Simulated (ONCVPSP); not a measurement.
# Before and after: ONCV potential for gallium (Ga)

* Element: gallium (Ga)
* Generator: ONCVPSP 4.0.1
* Type: optimised norm-conserving Vanderbilt (ONCV)
* Functional: revPBE
* Relativity: scalar-relativistic
* Frozen core: [Ne]
* Valence charge: 21
* Reference configuration: 3s2 3p6 3d10 (charge +3)
* Partial waves: 3s: rc 0.85 bohr, ncon 3, nbas 6, qcut 14.2 1/bohr, 1 projector; 3p: rc 0.75 bohr, ncon 4, nbas 8, qcut 8.7 1/bohr, 2 projectors, debl 2.2 Ha; 3d: rc 0.85 bohr, ncon 4, nbas 9, qcut 18.3 1/bohr, 2 projectors, debl 2.8 Ha
* Local potential: polynomial inside 0.55 bohr (lpopt 5, dvloc0 2 Ha)
* Core correction: Teter function, fcfact 5.25, rcfact 1

In the p channel the program set the typed energies aside and used -4.866, 0.250 Ha.

Change: d: rc 0.68.

Cutoffs: the cutoffs (Ha) at which the residual kinetic energy of the hardest occupied pseudo-wave falls to 1 and 0.1 mHa per electron; they do not see the model core or the augmentation charge, which bear on the density cutoff. Errors are all-electron minus pseudo energies relative to the spin-unpolarised reference configuration.

Question: Predict the effect on cutoff, ghosts and configuration errors.

Answer: The potential gets harder (132 Ha and 244 Ha → 158 Ha and 431 Ha); of the 3 tests that both files solve, the error grows in 0 and shrinks in 1 by more than 15 % and 0.3 meV (median size 606.8 → 606.8 meV); neither file shows a bound ghost. A smaller radius makes the pseudo-wave follow the all-electron one further in, where it bends more sharply, so more plane waves are needed.

| quantity | base | changed |
| --- | --- | --- |
| cutoff, loose | 132 Ha | 158 Ha |
| cutoff, tight | 244 Ha | 431 Ha |
| loose cutoff by channel | s 76 Ha, p 84 Ha, d 132 Ha | s 76 Ha, p 84 Ha, d 158 Ha |
| bound ghosts | none | none |
| GHOST(+) flags under 300 eV | none | none |
| tests with a reliable result | 3 of 4 | 3 of 4 |
| error for 3s2 3p6 3d10 4s2, meV [ΔE -52.04 eV] | +980 | +980 |
| error for 3s2 3p6 3d10 4s1, meV [ΔE -31.06 eV] | +607 | +607 |
| error for 3s2 3p6 3d9, meV [ΔE 63.76 eV] | +3.4 | -0.2 |
| s: phases at 0.86 bohr within 0.05 rad from the reference energy up to (Ha; the scan ends near 5) | -0.1 | -0.1 |
| p: phases at 0.76 bohr within 0.05 rad from the reference energy up to (Ha; the scan ends near 5) | to the end of the scan | to the end of the scan |
| rms error of d²Exc/dni dnj with the model core, mHa | 2.45 | 2.39 |
